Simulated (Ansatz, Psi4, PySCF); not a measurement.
Gas-phase reaction in SMILES: [O]B(C)O → CB([O-])O (an electron is taken up)

Property: adiabatic electron affinity (0 K, with zero-point energies), in eV. Positive where the reaction releases energy. Terms: LANL2DZ all-electron up to Ne; 6-311+G** with 5d; six Cartesian d functions in 6-31G* and its kin unless marked 5d; non-relativistic; frozen cores in correlated levels; UHF or UKS for open shells; dispersion terms only where a functional's name holds one; spin-orbit terms left out. Basis-set limits of correlation are two-point, X^-3; Hartree-Fock from the larger set. Ab initio and DFT rows: single points at B3LYP-D3(BJ) geometries (Ansatz, a quantum-chemistry and plane-wave program), with unscaled harmonic terms from B3LYP/6-31G* (Ansatz) at its own minima. Anions need diffuse functions, which STO-3G, LANL2DZ, def2-SVP, cc-pVDZ and Pople sets without + lack.

Coupled cluster (Ansatz) is a level with limits of its own, used here on species with T1 under 0.025 (0.045 for open shells) and stable references: CCSD(T)/CBS(aug-cc-pVTZ,aug-cc-pVQZ).

Value to compare with, CCSD(T)/CBS(aug-cc-pVTZ,aug-cc-pVQZ) (Ansatz): 2.97 eV.

| level | program | adiabatic electron affinity (0 K, with zero-point energies) (eV) | difference |
|---|---|---|---|
| PBE/STO-3G | Ansatz | -2.56 | -5.53 |
| BLYP/6-31G* | Ansatz | 1.84 | -1.13 |
| B3LYP/LANL2DZ | Ansatz | 2.57 | -0.40 |
| B3LYP/6-31G | Ansatz | 2.22 | -0.75 |
| B3LYP/cc-pVDZ | Ansatz | 2.18 | -0.79 |
| wB97X-D/6-31G* | Psi4 | 2.10 | -0.87 |
| wB97X-D/6-311+G** | Psi4 | 2.80 | -0.17 |
| MP2/STO-3G | Ansatz | -3.51 | -6.48 |
| B3PW91/6-31G* (5d) | PySCF | 2.06 | -0.91 |
| PBE/def2-TZVPD | Ansatz | 2.77 | -0.20 |

Among the 9 habitual levels, MP2/STO-3G lies farthest from CCSD(T)/CBS(aug-cc-pVTZ,aug-cc-pVQZ) (Ansatz) (-6.48 eV) and wB97X-D/6-311+G** nearest (-0.17); 0 of 9 lie above it, and their mean absolute difference is 1.89 eV, the median 0.87. One case shows no general order.

The levels are drawn from those run, B3LYP/6-31G* more often than the rest, none by its result; left out are runs that failed, that the program found above a lower state of the same kind, or whose <S^2> lies over 0.5 above the pure value.
